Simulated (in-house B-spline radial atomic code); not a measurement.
A radial electron density 4πr²n(r) was computed for an atom or ion in its tabulated ground configuration with a B-spline radial code for spherical atoms; method: non-relativistic B3LYP, spin-polarised, spherical fractional occupations, exact exchange averaged over the configuration. Columns: r (bohr), 4πr²n(r) (electrons per bohr), bar.

```
 0.00286   0.8357 #
 0.00342    1.163 ##
 0.00408    1.604 ##
 0.00486    2.192 ###
  0.0058    2.984 ####
 0.00692    4.026 ######
 0.00826    5.379 ########
 0.00985    7.089 ##########
  0.0117    9.154 #############
   0.014    11.74 ################
  0.0167    14.69 #####################
  0.0199    17.91 #########################
  0.0238     21.3 ##############################
  0.0284    24.42 ##################################
  0.0339    26.92 ######################################
  0.0404    28.37 ########################################
  0.0482     28.5 ########################################
  0.0575    27.28 ######################################
  0.0686    25.17 ###################################
  0.0818    23.06 ################################
  0.0976    22.05 ###############################
   0.116    22.94 ################################
   0.139    25.83 ####################################
   0.166    29.36 #########################################
   0.198    31.42 ############################################
   0.236    30.18 ##########################################
   0.281    25.33 ###################################
   0.335    18.43 ##########################
     0.4    12.39 #################
   0.477    9.656 ##############
   0.569    10.18 ##############
   0.679    11.79 #################
    0.81    11.93 #################
   0.966    9.763 ##############
    1.15    6.349 #########
    1.38    3.115 ####
    1.64    1.219 ##
    1.96   0.3467 
    2.33   0.0757 
    2.79  0.01094 
    3.32 0.001163
```

Question: Which atom or ion is it?
A. V5+
B. Ti5+
C. Co6+
D. Cr5+

Answer: D. The area under the curve, ∫4πr²n dr = ∫r·4πr²n d(ln r) on this logarithmic grid, is 19 electrons, which only this option has. The configuration is [Ar] 3d1.
